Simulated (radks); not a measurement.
Task: These are the eigenvalues of the occupied orbitals of an atom or ion with whole-number occupations (Ry). All-electron calculation, non-relativistic Kohn-Sham, LDA (Slater exchange, Perdew-Wang correlation), spin-unpolarised, spherical densities, point nucleus. Program: a radial shooting solver on a logarithmic mesh with Libxc functionals.

| orbital | eigenvalue |
|---|---|
| 1s | -177.5241 |
| 2s | -17.28733 |
| 2p | -13.39629 |
| 3s | -2.88529 |
| 3p | -2.06399 |

Which element is it, and in what charge state? The configuration may be excited.

Result: Z = 16, sulfur, charge +2: S2+ in [Ne] 3s2 3p2. The list shows which subshells hold electrons but not how many an open one holds; the 1s level, -88.762 hartree, gives Z - s = 13.3 by -(Z - s)^2/2, which with screening narrows Z to a few neighbours, and the depths of the outer levels then fix element, charge and occupations together.
